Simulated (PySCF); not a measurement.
**Partial charges of `CC#C[C@H]1CC[BH2-][N+]1(C)C`**

C₈H₁₆BN.
Structure used (PBE0-D3(BJ)/def2-SVP), in Å, numbered top down from 1:
```xyz
26
C8H16BN angstrom
C      4.0906   -1.1485    0.2918
C      2.6563   -1.3818    0.2655
C      1.4603   -1.5825    0.2395
C      0.0273   -1.8482    0.2098
C     -0.4556   -3.0238    1.0707
C     -1.9729   -2.8308    1.2576
B     -2.3180   -1.3561    0.6482
N     -0.8116   -0.6743    0.6238
C     -0.7139    0.4278   -0.3383
C     -0.4516   -0.1937    1.9674
H      4.3327   -0.2442    0.8715
H      4.4916   -1.0120   -0.7246
H      4.6206   -1.9952    0.7550
H     -0.2805   -2.0408   -0.8312
H      0.0907   -3.0154    2.0271
H     -0.1745   -3.9636    0.5721
H     -2.5345   -3.6105    0.7214
H     -2.2377   -2.9419    2.3214
H     -3.0341   -0.6113    1.3077
H     -2.6494   -1.3889   -0.5358
H     -0.9672    0.0526   -1.3369
H     -1.4418    1.2013   -0.0612
H      0.3027    0.8511   -0.3426
H     -1.1003    0.6546    2.2146
H      0.6052    0.1126    1.9981
H     -0.6275   -0.9867    2.7027
```

Density: PBE0/pcSseg-1 (PySCF); schemes: Mulliken, IAO, Hirshfeld and ESP-fitted. One conformer (not necessarily the lowest) at the PBE0-D3(BJ)/def2-SVP geometry, without solvent, vibrations or thermal averaging.

**Question.** Tabulate the Mulliken, IAO, Hirshfeld and ESP-fitted charges.

**Answer.** In e; atoms taken as equivalent share a row and are averaged (×n: the atom named and its like, n in all):

```json
{"atom": "C1", "environment": "propargylic carbon", "Mulliken": "-0.221", "IAO": "-0.428", "Hirshfeld": "-0.093", "ESP-fitted": "-0.561"}
{"atom": "C2", "environment": "alkyne carbon", "Mulliken": "-0.397", "IAO": "-0.041", "Hirshfeld": "-0.041", "ESP-fitted": "+0.369"}
{"atom": "C3", "environment": "alkyne carbon", "Mulliken": "+0.213", "IAO": "-0.099", "Hirshfeld": "-0.060", "ESP-fitted": "-0.775"}
{"atom": "C4", "environment": "sp3 carbon bound to nitrogen", "Mulliken": "-0.179", "IAO": "-0.024", "Hirshfeld": "+0.042", "ESP-fitted": "+0.709"}
{"atom": "C5", "environment": "ring CH2 carbon", "Mulliken": "-0.141", "IAO": "-0.246", "Hirshfeld": "-0.068", "ESP-fitted": "-0.377"}
{"atom": "C6", "environment": "sp3 carbon bound to boron", "Mulliken": "-0.406", "IAO": "-0.392", "Hirshfeld": "-0.153", "ESP-fitted": "-0.222"}
{"atom": "B7", "environment": "four-coordinate boron", "Mulliken": "+0.121", "IAO": "-0.212", "Hirshfeld": "-0.036", "ESP-fitted": "+0.024"}
{"atom": "N8", "environment": "nitrogen bonded to B and 3 C", "Mulliken": "-0.669", "IAO": "-0.015", "Hirshfeld": "+0.044", "ESP-fitted": "+0.151"}
{"atom": "C9", "environment": "N-methyl carbon", "Mulliken": "-0.065", "IAO": "-0.299", "Hirshfeld": "-0.049", "ESP-fitted": "-0.443"}
{"atom": "C10", "environment": "N-methyl carbon", "Mulliken": "-0.075", "IAO": "-0.301", "Hirshfeld": "-0.050", "ESP-fitted": "-0.585"}
{"atom": "H11/H12/H13", "environment": "methyl hydrogen", "Mulliken": "+0.153", "IAO": "+0.171", "Hirshfeld": "+0.061", "ESP-fitted": "+0.180"}
{"atom": "H14", "environment": "methine hydrogen", "Mulliken": "+0.169", "IAO": "+0.168", "Hirshfeld": "+0.058", "ESP-fitted": "+0.023"}
{"atom": "H15", "environment": "methylene hydrogen", "Mulliken": "+0.114", "IAO": "+0.129", "Hirshfeld": "+0.031", "ESP-fitted": "+0.121"}
{"atom": "H16", "environment": "methylene hydrogen", "Mulliken": "+0.133", "IAO": "+0.143", "Hirshfeld": "+0.042", "ESP-fitted": "+0.113"}
{"atom": "H17", "environment": "methylene hydrogen", "Mulliken": "+0.117", "IAO": "+0.136", "Hirshfeld": "+0.028", "ESP-fitted": "+0.073"}
{"atom": "H18", "environment": "methylene hydrogen", "Mulliken": "+0.107", "IAO": "+0.122", "Hirshfeld": "+0.021", "ESP-fitted": "+0.053"}
{"atom": "H19", "environment": "B–H hydrogen", "Mulliken": "-0.052", "IAO": "-0.033", "Hirshfeld": "-0.103", "ESP-fitted": "-0.150"}
{"atom": "H20", "environment": "B–H hydrogen", "Mulliken": "-0.065", "IAO": "-0.044", "Hirshfeld": "-0.105", "ESP-fitted": "-0.179"}
{"atom": "H21/H22/H23", "environment": "methyl hydrogen", "Mulliken": "+0.138", "IAO": "+0.154", "Hirshfeld": "+0.052", "ESP-fitted": "+0.164"}
{"atom": "H24/H25/H26", "environment": "methyl hydrogen", "Mulliken": "+0.141", "IAO": "+0.154", "Hirshfeld": "+0.051", "ESP-fitted": "+0.207"}
```

Mean size of the charges over all atoms: ESP-fitted 0.253 e, Mulliken 0.175 e, IAO 0.164 e, Hirshfeld 0.058 e. Each set sums to the total charge, 0, to within 0.001 e. The ESP scheme is a least-squares fit of atom-centred charges to the potential on four shells outside the van der Waals surface, with the total charge fixed. The Mulliken scheme counts on each atom the diagonal of the density matrix times the overlap matrix over that atom's basis functions.

Some averages cover members that differ in this geometry: H24/H25/H26, ESP-fitted +0.193 to +0.220 e.

Lowest charge. The schemes don't all agree: Mulliken N8 (-0.669); IAO C1 (-0.428); Hirshfeld C6 (-0.153); ESP-fitted C3 (-0.775).

Highest charge. The schemes don't all agree: Mulliken C3 (+0.213); IAO H11/H12/H13 (+0.171); Hirshfeld H11/H12/H13 (+0.061); ESP-fitted C4 (+0.709).

**Question.** How closely do the schemes follow one another over all atoms?

**Answer.** Correlation coefficient and root-mean-square difference: IAO with Hirshfeld 0.84, 0.143 e; Hirshfeld with ESP-fitted 0.68, 0.283 e; IAO with ESP-fitted 0.68, 0.239 e; Mulliken with IAO 0.57, 0.191 e; Mulliken with Hirshfeld 0.47, 0.195 e; Mulliken with ESP-fitted 0.06, 0.378 e.

**Question.** How many electrons does the Hirshfeld scheme count on C6?

**Answer.** Z − q = 6 − (-0.153) = 6.153.

**Question.** Sum the charges by element, for elements with more than one atom.

**Answer.** 
| element | atoms | Mulliken | IAO | Hirshfeld | ESP-fitted |
| --- | --- | --- | --- | --- | --- |
| C | 8 | -1.272 | -1.830 | -0.472 | -1.885 |
| H | 16 | +1.819 | +2.057 | +0.464 | +1.709 |
